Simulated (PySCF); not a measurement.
This PySCF input asks for the NMR shieldings of SMILES COC[Si@H](C)[SiH2]CCl, C4H13ClOSi2; the geometry comes from GFN2-xTB.

```python
import basis_set_exchange as bse
import numpy as np
from pyscf import gto, dft
from pyscf.prop import nmr

atoms = """
C     2.898129    1.481437   -0.199604
O     1.654067    0.961071    0.186114
C     1.652062   -0.439738    0.411513
Si   -0.189906   -0.812389    0.799531
C    -0.629948   -2.537153    0.113095
Si   -1.192704    1.016510   -0.226337
C    -3.086162    1.000365    0.127526
Cl   -3.777243   -0.582367   -0.313268
H     2.766595    2.554992   -0.322740
H     3.235533    1.042718   -1.147297
H     3.660818    1.291939    0.565884
H     2.015778   -0.963519   -0.482153
H     2.338314   -0.688579    1.229584
H    -0.323323   -0.885346    2.270535
H    -0.489701   -2.582636   -0.963982
H    -0.021539   -3.321056    0.557834
H    -1.669882   -2.773902    0.312974
H    -0.802140    2.363308    0.207851
H    -1.096865    0.995818   -1.695644
H    -3.323169    1.154274    1.177588
H    -3.627630    1.741195   -0.454773
"""
names = dict.fromkeys(["C", "O", "Si", "Cl", "H"], "pcSseg-1")
basis = {el: gto.basis.parse(bse.get_basis(n, elements=[el], fmt="nwchem")) for el, n in names.items()}
mol = gto.M(atom=atoms, basis=basis, charge=0, verbose=0)
mf = dft.RKS(mol, xc="PBE0")
mf.grids.level = 2
mf.grids.alignment = dft.numint.BLKSIZE   # the property module wants whole blocks of grid points
mf.conv_tol = 1e-9
mf.kernel()

calc = nmr.RKS(mf)   # GIAO
C = mf.mo_coeff
Co = C[:, mf.mo_occ > 0]
resp = mf.gen_response(singlet=True, hermi=2)
def vind(x):   # induced exchange potential for any number of trial vectors
    d = np.einsum("pi,xij,qj->xpq", C, 2 * x.reshape(-1, C.shape[1], Co.shape[1]), Co, optimize=True)
    return np.einsum("xpq,pi,qj->xij", resp(d - d.transpose(0, 2, 1)), C, Co, optimize=True).ravel()
mo1, _ = nmr.rhf.solve_mo1(calc, with_cphf=vind)
sigma = calc.kernel(mo1)
for i, s in enumerate(sigma):   # ppm
    w = np.linalg.eigvalsh((s + s.T) / 2)
    print("%2d %-2s iso %8.1f  s11 %8.1f  s22 %8.1f  s33 %8.1f" % (i, mol.atom_pure_symbol(i), w.mean(), *w))
```

**Question.** What are the results?

**Answer.** 
```
 0 C  iso    122.2  s11     90.1  s22     91.9  s33    184.6
 1 O  iso    315.5  s11    279.9  s22    314.5  s33    352.1
 2 C  iso    120.8  s11     82.1  s22     97.9  s33    182.4
 3 Si iso    378.6  s11    329.8  s22    392.3  s33    413.7
 4 C  iso    189.8  s11    183.6  s22    190.1  s33    195.7
 5 Si iso    414.7  s11    375.6  s22    411.3  s33    457.3
 6 C  iso    154.6  s11    128.4  s22    142.0  s33    193.5
 7 Cl iso    911.4  s11    811.4  s22    839.8  s33   1082.9
 8 H  iso     27.9  s11     23.5  s22     25.4  s33     34.7
 9 H  iso     28.5  s11     24.5  s22     26.3  s33     34.8
10 H  iso     28.4  s11     24.6  s22     25.7  s33     35.0
11 H  iso     28.8  s11     24.9  s22     28.5  s33     32.9
12 H  iso     28.2  s11     24.8  s22     27.4  s33     32.4
13 H  iso     27.1  s11     24.1  s22     25.3  s33     31.9
14 H  iso     31.4  s11     27.6  s22     29.0  s33     37.5
15 H  iso     31.4  s11     26.4  s22     28.4  s33     39.4
16 H  iso     31.2  s11     25.4  s22     30.0  s33     38.0
17 H  iso     27.5  s11     22.4  s22     27.5  s33     32.7
18 H  iso     27.7  s11     23.9  s22     27.2  s33     32.1
19 H  iso     28.8  s11     23.5  s22     27.5  s33     35.3
20 H  iso     28.6  s11     22.3  s22     27.6  s33     35.8
```

These numbers come from an equivalent density-fitted implementation of the same equations, which agrees with the script to about 0.01 ppm for H and up to a few tenths of a ppm for heavy atoms, so last digits may differ.

**Question.** Turn these shieldings into chemical shifts. δ = σ(ref) − σ, references computed at the same level: 13C (σ = 186.93 ppm) and 29Si (σ = 349.16 ppm) and 1H (σ = 31.72 ppm) vs TMS; 17O (σ = 336.08 ppm) vs H2O; HCl for 35Cl (σ = 949.78 ppm).

**Answer.** Averaging equivalent atoms: C 2: 66.1; C 0: 64.7; C 6: 32.3; C 4: -2.9; O 1: 20.6; Si 3: -29.4; Si 5: -65.6; Cl 7: 38; H 13: 4.65; H 17: 4.17; H 18: 4.01; H 12: 3.51; H 8/9/10: 3.44; H 20: 3.13; H 19: 2.94; H 11: 2.94; H 14/15/16: 0.42 ppm. Experimental scales use liquid or dissolved standards, which lie at an offset from isolated H2O (liquid H2O: subtract about 36 ppm).

Size and cost of the density-fitted run: 222 basis functions, 110 s wall time on 1 thread of an AMD EPYC, shared host; peak memory 1.1 GiB.
